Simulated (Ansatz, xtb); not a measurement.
# C2H2BNa: which of two isomers lies lower

We compare a, `[Na][B]1C=C1`, a singlet, with b, `[Na][C]1=CB1`, a singlet. Both are isolated molecules in the gas phase, relaxed with PBE0-D3(BJ)/pcseg-1.

Estimate which is lower in electronic energy at CCSD(T)/def2-TZVPP, and by roughly how much.

The CCSD(T)/def2-TZVPP calculation puts structure b lower, by 32.6 kJ/mol.

How the difference moves with the method:

```
              level             geometry  E(b) − E(a) (kJ/mol)  departure from the last row (kJ/mol)  job, with rough time for the two
           GFN2-xTB             GFN2-xTB                   −22.9                                  +9.7              optimisation, 0.11 s
          HF/STO-3G             GFN2-xTB                  −110.8                                 −78.2              single point, 0.22 s
 r2SCAN-D4/def2-SVP             GFN2-xTB                   −39.5                                  −6.9               single point, 3.9 s
PBE0-D3(BJ)/pcseg-1  PBE0-D3(BJ)/pcseg-1                   −33.8                                  −1.2                optimisation, 23 s
      HF/def2-TZVPP  PBE0-D3(BJ)/pcseg-1                   −36.7                                  −4.0           part of the CCSD(T) run
     MP2/def2-TZVPP  PBE0-D3(BJ)/pcseg-1                   −37.3                                  −4.6           part of the CCSD(T) run
 CCSD(T)/def2-TZVPP  PBE0-D3(BJ)/pcseg-1                   −32.6                                                   single point, 1.7 min
```

As drawn, b has 1 C–Na, 1 B–H in place of 1 B–Na, 1 C–H.

None of the levels shown reverses the order. The largest departure from CCSD(T)/def2-TZVPP is that of HF/STO-3G, 78.2 kJ/mol.

With harmonic frequencies from PBE0-D3(BJ)/pcseg-1 (ideal gas, rigid rotor, one conformer each, 200 K, 1 atm): the zero-point term adds −4.2 kJ/mol; ΔH is −36.9 and ΔG −38.0 kJ/mol.

The correlated steps freeze 4 core orbitals; the last core shell of Na is correlated, in a basis made for valence electrons. Codes used: Ansatz 0.2.0, xtb 6.7.1; the last row on 1 thread of Arm Neoverse V2 on a shared host.
